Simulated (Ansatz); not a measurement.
Geometry optimisation of `[OH][Ga]([Cl])[O][SiH3]`.

```yaml
crystal:
  periodic: [false, false, false]
  atoms:
    - {symbol: O, position_ang: [2.148290, 1.446590, 0.400920]}
    - {symbol: Ga, position_ang: [1.570740, -0.196690, 0.369630]}
    - {symbol: Cl, position_ang: [2.766600, -1.825350, 0.773660]}
    - {symbol: O, position_ang: [-0.098340, -0.499470, -0.029770]}
    - {symbol: Si, position_ang: [-1.683000, -0.306830, -0.367040]}
    - {symbol: H, position_ang: [1.550840, 2.170780, 0.211540]}
    - {symbol: H, position_ang: [-1.810270, 0.763460, -1.363000]}
    - {symbol: H, position_ang: [-2.098690, -1.610030, -0.883280]}
    - {symbol: H, position_ang: [-2.346160, 0.057550, 0.887350]}
basis:
  gaussian: {orbitals: def2-TZVP}
hamiltonian: {xc: pbe0, dispersion: d4}
relax: {f_tol: 0.005, max_steps: 150}
```

```sh
$ ansatz run in.yaml --threads 4 --pin off --events-out ev --progress --plain --max-ram 10444MiB
```

It prints (some lines left out):

```
Functional definition: PBE0
mean field -76925.22873030 eV, -2826.9500140459 hartree, gradient 2.6e-5 eV, S^2 0.000000; 0 other end points of the search recorded, 0 dependent functions left out
relax step   1: F+E_penalty+E_count = -76925.41903374 eV  Δ(F+E_penalty+E_count) = +0.000e0 eV  max|allowed force component| = 1.221e0 eV/Å  Δτ_max = 0.0000 Å  (29 SCF iters, accepted)
mean field -76925.33544066 eV, -2826.9539355792 hartree, gradient 1.1e-5 eV, S^2 0.000000; 0 other end points of the search recorded, 0 dependent functions left out
relax step   2: F+E_penalty+E_count = -76925.52320128 eV  Δ(F+E_penalty+E_count) = -1.042e-1 eV  max|allowed force component| = 4.356e-1 eV/Å  Δτ_max = 0.0934 Å  (32 SCF iters, accepted)
mean field -76925.34688303 eV, -2826.9543560786 hartree, gradient 1.1e-5 eV, S^2 0.000000; 0 other end points of the search recorded, 0 dependent functions left out
relax step   3: F+E_penalty+E_count = -76925.53423769 eV  Δ(F+E_penalty+E_count) = -1.104e-2 eV  max|allowed force component| = 2.121e-1 eV/Å  Δτ_max = 0.0306 Å  (31 SCF iters, accepted)
mean field -76925.35292479 eV, -2826.9545781091 hartree, gradient 1.1e-5 eV, S^2 0.000000; 0 other end points of the search recorded, 0 dependent functions left out
relax step   4: F+E_penalty+E_count = -76925.54068482 eV  Δ(F+E_penalty+E_count) = -6.447e-3 eV  max|allowed force component| = 1.044e-1 eV/Å  Δτ_max = 0.0890 Å  (31 SCF iters, accepted)
mean field -76925.35442377 eV, -2826.9546331956 hartree, gradient 1.1e-5 eV, S^2 0.000000; 0 other end points of the search recorded, 0 dependent functions left out
relax step   5: F+E_penalty+E_count = -76925.54284554 eV  Δ(F+E_penalty+E_count) = -2.161e-3 eV  max|allowed force component| = 1.803e-1 eV/Å  Δτ_max = 0.0743 Å  (32 SCF iters, accepted)
mean field -76925.35592736 eV, -2826.9546884515 hartree, gradient 1.0e-5 eV, S^2 0.000000; 0 other end points of the search recorded, 0 dependent functions left out
relax step   6: F+E_penalty+E_count = -76925.54486094 eV  Δ(F+E_penalty+E_count) = -2.015e-3 eV  max|allowed force component| = 2.287e-1 eV/Å  Δτ_max = 0.0510 Å  (33 SCF iters, accepted)
mean field -76925.35567821 eV, -2826.9546792955 hartree, gradient 1.0e-5 eV, S^2 0.000000; 0 other end points of the search recorded, 0 dependent functions left out
relax step   7: F+E_penalty+E_count = -76925.54657813 eV  Δ(F+E_penalty+E_count) = -1.717e-3 eV  max|allowed force component| = 4.684e-1 eV/Å  Δτ_max = 0.1906 Å  (38 SCF iters, accepted)
mean field -76925.36045913 eV, -2826.9548549911 hartree, gradient 1.1e-5 eV, S^2 0.000000; 0 other end points of the search recorded, 0 dependent functions left out
relax step   8: F+E_penalty+E_count = -76925.55106778 eV  Δ(F+E_penalty+E_count) = -4.490e-3 eV  max|allowed force component| = 2.770e-1 eV/Å  Δτ_max = 0.0458 Å  (32 SCF iters, accepted)
mean field -76925.36655427 eV, -2826.9550789831 hartree, gradient 1.3e-5 eV, S^2 0.000000; 0 other end points of the search recorded, 0 dependent functions left out
relax step   9: F+E_penalty+E_count = -76925.55844223 eV  Δ(F+E_penalty+E_count) = -7.374e-3 eV  max|allowed force component| = 1.540e-2 eV/Å  Δτ_max = 0.0830 Å  (32 SCF iters, accepted)
mean field -76925.36629678 eV, -2826.9550695206 hartree, gradient 1.6e-5 eV, S^2 0.000000; 0 other end points of the search recorded, 0 dependent functions left out
relax step  10: F+E_penalty+E_count = -76925.55958692 eV  Δ(F+E_penalty+E_count) = -1.145e-3 eV  max|allowed force component| = 8.440e-2 eV/Å  Δτ_max = 0.1229 Å  (30 SCF iters, accepted)
mean field -76925.36892728 eV, -2826.9551661898 hartree, gradient 1.0e-5 eV, S^2 0.000000; 0 other end points of the search recorded, 0 dependent functions left out
relax step  11: F+E_penalty+E_count = -76925.56257632 eV  Δ(F+E_penalty+E_count) = -2.989e-3 eV  max|allowed force component| = 4.827e-2 eV/Å  Δτ_max = 0.0632 Å  (33 SCF iters, accepted)
mean field -76925.36990521 eV, -2826.9552021278 hartree, gradient 1.2e-5 eV, S^2 0.000000; 0 other end points of the search recorded, 0 dependent functions left out
relax step  12: F+E_penalty+E_count = -76925.56422332 eV  Δ(F+E_penalty+E_count) = -1.647e-3 eV  max|allowed force component| = 8.933e-2 eV/Å  Δτ_max = 0.0994 Å  (31 SCF iters, accepted)
mean field -76925.36977797 eV, -2826.9551974520 hartree, gradient 1.3e-5 eV, S^2 0.000000; 0 other end points of the search recorded, 0 dependent functions left out
relax step  13: F+E_penalty+E_count = -76925.56455696 eV  Δ(F+E_penalty+E_count) = -3.336e-4 eV  max|allowed force component| = 1.640e-1 eV/Å  Δτ_max = 0.1259 Å  (32 SCF iters, accepted)
mean field -76925.37178008 eV, -2826.9552710282 hartree, gradient 1.0e-5 eV, S^2 0.000000; 0 other end points of the search recorded, 0 dependent functions left out
relax step  14: F+E_penalty+E_count = -76925.56639395 eV  Δ(F+E_penalty+E_count) = -1.837e-3 eV  max|allowed force component| = 8.835e-2 eV/Å  Δτ_max = 0.0157 Å  (34 SCF iters, accepted)
mean field -76925.37339632 eV, -2826.9553304240 hartree, gradient 1.0e-5 eV, S^2 0.000000; 0 other end points of the search recorded, 0 dependent functions left out
relax step  15: F+E_penalty+E_count = -76925.56778822 eV  Δ(F+E_penalty+E_count) = -1.394e-3 eV  max|allowed force component| = 1.198e-2 eV/Å  Δτ_max = 0.0495 Å  (33 SCF iters, accepted)
mean field -76925.37460647 eV, -2826.9553748960 hartree, gradient 1.4e-5 eV, S^2 0.000000; 0 other end points of the search recorded, 0 dependent functions left out
relax step  16: F+E_penalty+E_count = -76925.56872033 eV  Δ(F+E_penalty+E_count) = -9.321e-4 eV  max|allowed force component| = 6.429e-2 eV/Å  Δτ_max = 0.1128 Å  (31 SCF iters, accepted)
mean field -76925.37517920 eV, -2826.9553959434 hartree, gradient 9.9e-6 eV, S^2 0.000000; 0 other end points of the search recorded, 0 dependent functions left out
relax step  17: F+E_penalty+E_count = -76925.56917856 eV  Δ(F+E_penalty+E_count) = -4.582e-4 eV  max|allowed force component| = 4.356e-2 eV/Å  Δτ_max = 0.0391 Å  (33 SCF iters, accepted)
mean field -76925.37532828 eV, -2826.9554014220 hartree, gradient 9.9e-6 eV, S^2 0.000000; 0 other end points of the search recorded, 0 dependent functions left out
relax step  18: F+E_penalty+E_count = -76925.56939192 eV  Δ(F+E_penalty+E_count) = -2.134e-4 eV  max|allowed force component| = 2.471e-2 eV/Å  Δτ_max = 0.0171 Å  (33 SCF iters, accepted)
mean field -76925.37546176 eV, -2826.9554063274 hartree, gradient 1.0e-5 eV, S^2 0.000000; 0 other end points of the search recorded, 0 dependent functions left out
relax step  19: F+E_penalty+E_count = -76925.56962145 eV  Δ(F+E_penalty+E_count) = -2.295e-4 eV  max|allowed force component| = 1.200e-2 eV/Å  Δτ_max = 0.0217 Å  (33 SCF iters, accepted)
mean field -76925.37549459 eV, -2826.9554075340 hartree, gradient 1.0e-5 eV, S^2 0.000000; 0 other end points of the search recorded, 0 dependent functions left out
relax step  20: F+E_penalty+E_count = -76925.56971994 eV  Δ(F+E_penalty+E_count) = -9.849e-5 eV  max|allowed force component| = 1.676e-2 eV/Å  Δτ_max = 0.0364 Å  (33 SCF iters, accepted)
mean field -76925.37549176 eV, -2826.9554074299 hartree, gradient 1.0e-5 eV, S^2 0.000000; 0 other end points of the search recorded, 0 dependent functions left out
relax step  21: F+E_penalty+E_count = -76925.56974481 eV  Δ(F+E_penalty+E_count) = -2.488e-5 eV  max|allowed force component| = 1.320e-2 eV/Å  Δτ_max = 0.0079 Å  (35 SCF iters, accepted)
mean field -76925.37547885 eV, -2826.9554069556 hartree, gradient 1.0e-5 eV, S^2 0.000000; 0 other end points of the search recorded, 0 dependent functions left out
relax step  22: F+E_penalty+E_count = -76925.56975884 eV  Δ(F+E_penalty+E_count) = -1.402e-5 eV  max|allowed force component| = 7.830e-3 eV/Å  Δτ_max = 0.0070 Å  (35 SCF iters, accepted)
mean field -76925.37546505 eV, -2826.9554064482 hartree, gradient 1.0e-5 eV, S^2 0.000000; 0 other end points of the search recorded, 0 dependent functions left out
relax step  23: F+E_penalty+E_count = -76925.56976742 eV  Δ(F+E_penalty+E_count) = -8.585e-6 eV  max|allowed force component| = 4.553e-3 eV/Å  Δτ_max = 0.0047 Å  (35 SCF iters, accepted)
mean field -76925.37543911 eV, -2826.9554054952 hartree, gradient 1.0e-5 eV, S^2 0.000000; 0 other end points of the search recorded, 0 dependent functions left out
relax step  24: F+E_penalty+E_count = -76925.56977581 eV  Δ(F+E_penalty+E_count) = -8.383e-6 eV  max|allowed force component| = 8.146e-3 eV/Å  Δτ_max = 0.0053 Å  (35 SCF iters, accepted)
mean field -76925.37539480 eV, -2826.9554038666 hartree, gradient 1.0e-5 eV, S^2 0.000000; 0 other end points of the search recorded, 0 dependent functions left out
relax step  25: F+E_penalty+E_count = -76925.56977993 eV  Δ(F+E_penalty+E_count) = -4.127e-6 eV  max|allowed force component| = 9.174e-3 eV/Å  Δτ_max = 0.0053 Å  (35 SCF iters, accepted)
mean field -76925.37539250 eV, -2826.9554037821 hartree, gradient 6.8e-5 eV, S^2 0.000000; 0 other end points of the search recorded, 0 dependent functions left out
relax step  26: F+E_penalty+E_count = -76925.56978508 eV  Δ(F+E_penalty+E_count) = -5.147e-6 eV  max|allowed force component| = 5.001e-3 eV/Å  Δτ_max = 0.0017 Å  (22 SCF iters, accepted)
mean field -76925.37538195 eV, -2826.9554033944 hartree, gradient 4.1e-5 eV, S^2 0.000000; 0 other end points of the search recorded, 0 dependent functions left out
relax step  27: F+E_penalty+E_count = -76925.56978662 eV  Δ(F+E_penalty+E_count) = -1.544e-6 eV  max|allowed force component| = 3.568e-4 eV/Å  Δτ_max = 0.0011 Å  (22 SCF iters, accepted)
mean field -76925.37538195 eV, -2826.9554033944 hartree, gradient 4.1e-5 eV, S^2 0.000000; 1 other end points of the search recorded, 0 dependent functions left out
Total energy: -76925.56982192 eV, -2826.9625489316 hartree
Atom 0 at     1.974353     1.368338    -0.048836 Å, force     0.000007    -0.000016     0.000044 eV/Å
Atom 1 at     1.532575    -0.285512     0.394469 Å, force    -0.000357    -0.000059    -0.000083 eV/Å
Atom 2 at     3.012833    -1.603159     1.109971 Å, force    -0.000046     0.000010    -0.000041 eV/Å
Atom 3 at    -0.127574    -0.873164     0.254871 Å, force     0.000298     0.000036     0.000026 eV/Å
Atom 4 at    -1.568846    -0.268695    -0.223919 Å, force     0.000111    -0.000054     0.000049 eV/Å
Atom 5 at     1.227326     1.885508    -0.362214 Å, force    -0.000125     0.000003     0.000059 eV/Å
Atom 6 at    -1.422319     1.156489    -0.648284 Å, force     0.000071    -0.000066    -0.000073 eV/Å
Atom 7 at    -2.088477    -1.051257    -1.373934 Å, force    -0.000004     0.000037     0.000052 eV/Å
Atom 8 at    -2.539862    -0.328538     0.897885 Å, force     0.000044     0.000109    -0.000032 eV/Å
Dipole moment:    -0.308543     0.196875    -0.124143 e Å
```

It took 90 s on 4 threads of an Intel Xeon on a shared host, with 0.72 GiB of host memory at the peak.
